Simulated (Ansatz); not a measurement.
`CC(=N)[SiH3]` + `CC(O)O` → `CC(O)O[SiH3]` + `CC=N`  (ligand exchange at the Si–C bond)

Gas-phase electronic energies from Ansatz, PBE0-D4/def2-TZVP geometries. CCSD(T)/CBS adds triple-zeta CCSD(T) − MP2 to the extrapolated MP2 energy (def2 sets, frozen cores). DFT in def2-TZVPP. Each species was taken in one conformer, which may not be the lowest.

`CC(=N)[SiH3]`:

Z-matrix (Å, degrees):
```
C
C 1 1.498
H 1 1.095 2 110.6
H 1 1.091 2 110.1 3 -121.0
H 1 1.095 2 110.6 3 117.9
N 2 1.272 1 118.8 3 121.0
Si 2 1.901 1 118.3 3 -59.0
H 6 1.021 2 111.5 1 -180.0
H 7 1.488 2 110.5 1 59.6
H 7 1.486 2 107.9 1 179.8
H 7 1.488 2 110.5 1 -60.1
```

`CC(O)O`:

```xyz
10

C    -0.110    0.131   -1.095
C    -0.263    0.080    0.404
O     0.740    0.894    0.951
O    -0.196   -1.224    0.914
H    -0.862   -0.500   -1.569
H    -0.219    1.154   -1.458
H     0.885   -0.225   -1.378
H    -1.257    0.434    0.706
H     0.645    0.866    1.908
H     0.636   -1.610    0.618
```

`CC(O)O[SiH3]`:

Cartesian coordinates in Å:
```
C 0.722 0.286 -1.449
C 0.723 0.377 0.055
O 2.041 0.301 0.485
O -0.004 -0.687 0.636
Si -1.626 -0.670 0.906
H 1.163 -0.665 -1.750
H 1.309 1.102 -1.874
H -0.297 0.347 -1.835
H 0.266 1.326 0.387
H 2.041 0.293 1.447
H -2.016 0.592 1.597
H -2.402 -0.760 -0.361
H -1.920 -1.844 1.758
```

`CC=N`:

Z-matrix (Å, degrees):
```
C
C 1 1.493
H 1 1.092 2 111.6
H 1 1.094 2 110.3 3 -121.2
H 1 1.094 2 110.3 3 121.2
N 2 1.263 1 127.9 3 0.0
H 2 1.095 1 115.5 3 -180.0
H 6 1.023 2 110.6 1 0.0
```

CCSD(T)/CBS gives -88.7 kJ/mol.

(1) Another level gave -75.0 kJ/mol. Which?
A. MP2/def2-TZVPP
B. PBE0-D4/def2-TZVPP
C. PBE/def2-TZVPP
D. r2SCAN/def2-TZVPP

Largest T1 diagnostic among the species: 0.012.

Results:

(1) C. PBE -75.0, MP2/def2-TZVPP -91.2, PBE0-D4 -81.3, r2SCAN -87.1 kJ/mol.

From PBE to PBE0 (25 % exact exchange), in def2-TZVPP and without D4, ΔE moves by −6.3 kJ/mol. In def2-TZVPP, CCSD(T) changes the Hartree–Fock value by +20.1 kJ/mol (the triples alone add +3.3 kJ/mol) and MP2 by +18.1 kJ/mol.
